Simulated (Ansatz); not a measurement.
Nudged elastic band run: CH$_{6}$SSn

Input file:

```yaml
crystal:
  periodic: [false, false, false]
  atoms:
    - { symbol: C, position_ang: [-1.004578, 0.81822, -0.598183] }
    - { symbol: Sn, position_ang: [0.569531, -0.672311, -0.253157] }
    - { symbol: S, position_ang: [1.868511, -0.140415, 1.796907] }
    - { symbol: H, position_ang: [-0.544502, 1.819035, -0.698183] }
    - { symbol: H, position_ang: [-1.711643, 0.820209, 0.252581] }
    - { symbol: H, position_ang: [-1.548514, 0.563568, -1.528621] }
    - { symbol: H, position_ang: [1.765993, -0.638959, -1.511318] }
    - { symbol: H, position_ang: [-0.113242, -2.268456, -0.106798] }
    - { symbol: H, position_ang: [0.807044, -0.347091, 2.629773] }
basis:
  gaussian: { orbitals: def2-SVP }
hamiltonian:
  xc: blyp
neb:
  order_check: false
  images: 5
  f_tol: 0.05
  max_iterations: 60
  final_atoms:
    - { symbol: C, position_ang: [-1.04687088, 0.77768162, -0.569659] }
    - { symbol: Sn, position_ang: [0.45109956, -0.77991494, -0.18779064] }
    - { symbol: S, position_ang: [1.19642817, -0.71873202, 2.18114748] }
    - { symbol: H, position_ang: [-0.60598162, 1.77274339, -0.37165822] }
    - { symbol: H, position_ang: [-1.91558633, 0.62024901, 0.09627327] }
    - { symbol: H, position_ang: [-1.3724324, 0.72333696, -1.62669274] }
    - { symbol: H, position_ang: [1.82902024, -0.58248455, -1.23554773] }
    - { symbol: H, position_ang: [-0.21921684, -2.37224748, -0.36259746] }
    - { symbol: H, position_ang: [1.77214011, 0.51316801, 2.05952604] }
  initial_path:
    images:
      - { positions_ang: [[-1.004578, 0.81822, -0.598183], [0.569531, -0.672311, -0.253157], [1.868511, -0.140415, 1.796907], [-0.544502, 1.819035, -0.698183], [-1.711643, 0.820209, 0.252581], [-1.548514, 0.563568, -1.528621], [1.765993, -0.638959, -1.511318], [-0.113242, -2.268456, -0.106798], [0.807044, -0.347091, 2.629773]] }
      - { positions_ang: [[-0.97453405, 0.77102943, -0.55021349], [0.56188329, -0.70989198, -0.25783797], [1.77221965, -0.28002448, 1.82347651], [-0.50337638, 1.79154995, -0.59115436], [-1.71149495, 0.74448829, 0.27599839], [-1.51724363, 0.58919419, -1.5028534], [1.76748812, -0.61929699, -1.51548176], [-0.12471035, -2.29491116, -0.20363756], [0.81836828, -0.03833725, 2.50470464]] }
      - { positions_ang: [[-0.94449011, 0.72383886, -0.50224399], [0.55423559, -0.74747297, -0.26251894], [1.67592831, -0.41963396, 1.85004602], [-0.46225075, 1.7640649, -0.48412572], [-1.7113469, 0.66876758, 0.29941579], [-1.48597325, 0.61482037, -1.47708581], [1.76898325, -0.59963497, -1.51964552], [-0.1361787, -2.32136631, -0.30047711], [0.82969257, 0.2704165, 2.37963628]] }
      - { positions_ang: [[-0.91444616, 0.6766483, -0.45427448], [0.54658788, -0.78505395, -0.26719991], [1.57963696, -0.55924345, 1.87661554], [-0.42112513, 1.73657985, -0.37709708], [-1.71119885, 0.59304687, 0.32283318], [-1.45470288, 0.64044656, -1.45131821], [1.77047837, -0.57997296, -1.52380929], [-0.14764704, -2.34782147, -0.39731667], [0.84101685, 0.57917025, 2.25456792]] }
      - { positions_ang: [[-0.95858773, 0.71032607, -0.49273599], [0.51475844, -0.78334095, -0.24073015], [1.45190069, -0.61240631, 1.97812618], [-0.48274396, 1.74863436, -0.37528413], [-1.77932801, 0.60211425, 0.24731321], [-1.42727939, 0.66807669, -1.50977639], [1.78999233, -0.58081015, -1.4277221], [-0.17150364, -2.35596347, -0.3857436], [1.15139127, 0.5571695, 2.18955396]] }
      - { positions_ang: [[-1.0027293, 0.74400385, -0.53119749], [0.482929, -0.78162794, -0.2142604], [1.32416443, -0.66556916, 2.07963683], [-0.54436279, 1.76068888, -0.37347118], [-1.84745717, 0.61118163, 0.17179324], [-1.39985589, 0.69570683, -1.56823456], [1.80950628, -0.58164735, -1.33163492], [-0.19536024, -2.36410548, -0.37417053], [1.46176569, 0.53516875, 2.12454]] }
      - { positions_ang: [[-1.04687088, 0.77768162, -0.569659], [0.45109956, -0.77991494, -0.18779064], [1.19642817, -0.71873202, 2.18114748], [-0.60598162, 1.77274339, -0.37165822], [-1.91558633, 0.62024901, 0.09627327], [-1.3724324, 0.72333696, -1.62669274], [1.82902024, -0.58248455, -1.23554773], [-0.21921684, -2.37224748, -0.36259746], [1.77214011, 0.51316801, 2.05952604]] }
```

Launched with:

```bash
$ ansatz run input.yaml --threads 1 --pin off --max-ram 2048MiB --backend cpu --events-out ev --progress --plain --runs-dir out
```

Output, in part (warnings, iteration lines, the closing report on the highest movable image, with atoms numbered from 0):

```
NEB end point (image 0): max|allowed force component| = 5.475e-3 eV/Å (the criterion of neb.relax_end_points is 1.000e-2)
NEB end point (image 6): max|allowed force component| = 3.301e-3 eV/Å (the criterion of neb.relax_end_points is 1.000e-2)
NEB iter   1: max|band force component| = 5.694e0 eV/Å  barrier→ = 0.4988 eV  barrier← = 0.4987 eV  Δτ_max = 0.1980 Å  (179 SCF iters)
NEB iter   2: max|band force component| = 2.226e0 eV/Å  barrier→ = 0.1645 eV  barrier← = 0.1644 eV  Δτ_max = 0.1949 Å  (150 SCF iters)
NEB iter   3: max|band force component| = 8.443e-1 eV/Å  barrier→ = 0.0703 eV  barrier← = 0.0702 eV  Δτ_max = 0.0788 Å  (134 SCF iters)
NEB iter   4: max|band force component| = 2.005e-1 eV/Å  barrier→ = 0.0285 eV  barrier← = 0.0285 eV  CI = image 4  Δτ_max = 0.0713 Å  (137 SCF iters)
NEB iter   5: max|band force component| = 1.530e-1 eV/Å  barrier→ = 0.0273 eV  barrier← = 0.0273 eV  CI = image 3  Δτ_max = 0.0157 Å  (137 SCF iters)
NEB iter   6: max|band force component| = 5.936e-2 eV/Å  barrier→ = 0.0272 eV  barrier← = 0.0272 eV  CI = image 3  Δτ_max = 0.0226 Å  (138 SCF iters)
NEB iter   7: max|band force component| = 1.337e-2 eV/Å  barrier→ = 0.0272 eV  barrier← = 0.0272 eV  CI = image 3  Δτ_max = 0.0000 Å  (279 SCF iters)
Total energy: -17794.87829972 eV, -653.9497157131 hartree
Atom 0 at    -0.972046     0.757696    -0.486588 Å, force     0.004252     0.008828     0.002604 eV/Å
Atom 1 at     0.568428    -0.790764    -0.287615 Å, force     0.000500    -0.002818    -0.003620 eV/Å
Atom 2 at     1.651120    -0.561906     1.941965 Å, force    -0.001033     0.003143     0.001100 eV/Å
Atom 3 at    -0.503200     1.758239    -0.432157 Å, force    -0.001128    -0.004460     0.000133 eV/Å
Atom 4 at    -1.714486     0.650449     0.326304 Å, force    -0.003082    -0.001611    -0.002293 eV/Å
Atom 5 at    -1.478567     0.642693    -1.464297 Å, force    -0.000567    -0.000986     0.001813 eV/Å
Atom 6 at     1.798412    -0.615758    -1.506380 Å, force     0.000171    -0.000312     0.000023 eV/Å
Atom 7 at    -0.123547    -2.384254    -0.393664 Å, force     0.000098     0.000268     0.001073 eV/Å
Atom 8 at     0.862486     0.497405     2.285434 Å, force     0.000789    -0.002053    -0.000833 eV/Å
Dipole moment:    -0.341281     0.222170    -0.233667 e Å
```

It converged. A vibrational analysis at the climbing image gives one clearly imaginary mode, 124i cm⁻¹: a first-order saddle point.

Final band (atoms are numbered from 1 in the order of the input):

```csv
image,path coordinate (Å),energy (kJ/mol),dihedral C1–Sn2–S3–H9 (°)
0,0.00,0.0,66
1,0.41,0.5,48
2,0.82,1.8,25
3,1.23,2.6,0
4,1.65,1.9,-24
5,2.07,0.5,-47
6,2.49,0.0,-65
```

Run time: 110 s on 1 thread of Intel(R) Xeon(R) Processor @ 2.70GHz (shared host), peak memory 0.13 GiB.
